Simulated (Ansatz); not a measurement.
```yaml
crystal:
  periodic: [false, false, false]
  atoms:
    - {symbol: Si, position_ang: [-1.239229, -0.098543, 0.848945]}
    - {symbol: O, position_ang: [0.138424, -0.095446, -0.022587]}
    - {symbol: Al, position_ang: [1.486511, 0.046469, -0.979767]}
    - {symbol: Cl, position_ang: [2.948002, -1.423790, -0.940077]}
    - {symbol: Br, position_ang: [1.738510, 1.815236, -2.314172]}
    - {symbol: H, position_ang: [-1.746326, -1.488939, 0.971845]}
    - {symbol: H, position_ang: [-2.266072, 0.739003, 0.177360]}
    - {symbol: H, position_ang: [-0.967620, 0.448910, 2.202653]}
basis:
  gaussian: {orbitals: pcseg-2, nuclear_model: gaussian, point_charges: [{charge: 0.50, position_ang: [5.889, 0.438, 0.073]}]}
hamiltonian: {xc: {name: HF}}
correlation: {method: rpa}
```

```sh
$ ansatz run in.yaml --threads 4 --pin off --events-out ev --progress --plain --max-ram 10444MiB
```

Output, abridged:

```
Functional definition: HF
1368 factors; integrals over basis functions are off by at most 1.0e-3 eV
mean field evaluation 1: about -99037.7161 eV, gradient 4.2e1 eV
mean field evaluation 2: about -99037.8609 eV, gradient 4.3e1 eV
mean field evaluation 4: about -99041.4738 eV, gradient 3.3e0 eV
mean field evaluation 8: about -99041.5331 eV, gradient 2.3e-1 eV
mean field -99041.53337152 eV, -3639.7092186407 hartree, gradient 4.9e-6 eV, S^2 0.000000; 0 other end points of the search recorded, 0 dependent functions left out
25 core orbitals not correlated: weight in the atoms' cores, before any rotation towards them, 1.000 or more for the frozen orbitals, at most 0.000 for the correlated occupied ones
reference -99041.53337152 eV, -3639.7092186407 hartree; 20, 20 occupied and 172, 172 virtual orbitals, 1368 factors
Total energy: -99067.57175773 eV, -3640.6661116847 hartree
```

Run time 1.5 s (4 threads of an AMD EPYC 9R45 on a shared host); peak host memory 0.55 GiB.
